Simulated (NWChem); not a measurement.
**Plane-wave run on Na₂S (fluorite type)**

```
CELL_PARAMETERS angstrom
      0.00000     3.21200     3.21200
      3.21200     0.00000     3.21200
      3.21200     3.21200     0.00000
ATOMIC_POSITIONS crystal
  S  0.00000 0.00000 0.00000
  Na 0.25000 0.25000 0.25000
  Na 0.75000 0.75000 0.75000
```

Everything below was run with NWChem. Origin of the cell: lattice set by a structure generator, not relaxed at this level; this structure type may not be the compound's usual one.

Norm-conserving pseudopotentials with valence charges S 6, Na 1, fixed occupations, no spin-orbit coupling, density cut at twice the wavefunction cutoff.

Level: revPBE, Troullier-Martins, cutoff 30 Ha, density from a 4×4×4 mesh. Bands run along Γ–X–U|K–Γ–L–W–X with k in units of the cell's reciprocal vectors.

Problem. What gap does the band structure show, and how wide is the group of occupied bands?

Solution. It shows a direct gap along this path of 2.77 eV at Γ. The 4 occupied bands reach 10.2 eV below the valence-band top.
